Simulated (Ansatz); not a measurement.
Pulling on the Ge1–Br3 bond in BrFGe (SMILES [F][Ge][Br]) (multiplicity 1 held, fragments rigid). Energies count from the point at 2.367 Å.
Geometry at that point (charge 0, multiplicity 1):
```xyz
3

Ge     0.5401    -0.4560     0.8125
F      1.4905    -1.3280    -0.3878
Br    -0.8771     0.7584    -0.6431
```

Signs of static correlation in cc-pVDZ, from Ansatz (an electronic-structure program) runs.

```
R (Å)  T1 of restricted CCSD  ⟨S²⟩ of UHF  largest double amplitude of restricted CCSD
-----  ---------------------  -----------  -------------------------------------------
1.894                  0.015        0.000                                        0.087
2.130                  0.016        0.000                                        0.079
2.367                  0.017        0.000                                        0.063
2.604                  0.019        0.000                                        0.064
2.840                  0.021        0.000                                        0.075
3.195                  0.025        0.000                                        0.116
3.550                      ?        0.660                                        0.164
4.142                      ?        0.951                                        0.287
4.734                  0.110        1.006                                        0.557
5.444                  0.166        1.019                                        0.988
6.391                  0.194        1.019                                        1.294
7.574                  0.189        1.019                                        1.324
```

Problem. Complete the blanks.

Solution. 
- 3.550, T1 of restricted CCSD: 0.032
- 4.142, T1 of restricted CCSD: 0.059

Doubts at one or more of the structures used: a restricted determinant that unrestricted orbitals would lower (R-CCSD(T)/cc-pVDZ); T1 above 0.05 (R-CCSD(T)/cc-pVDZ, U-CCSD(T)/cc-pVDZ); other coupled-cluster roots lie near (R-CCSD(T)/cc-pVDZ); a spin-contaminated determinant (U-CCSD(T)/cc-pVDZ).
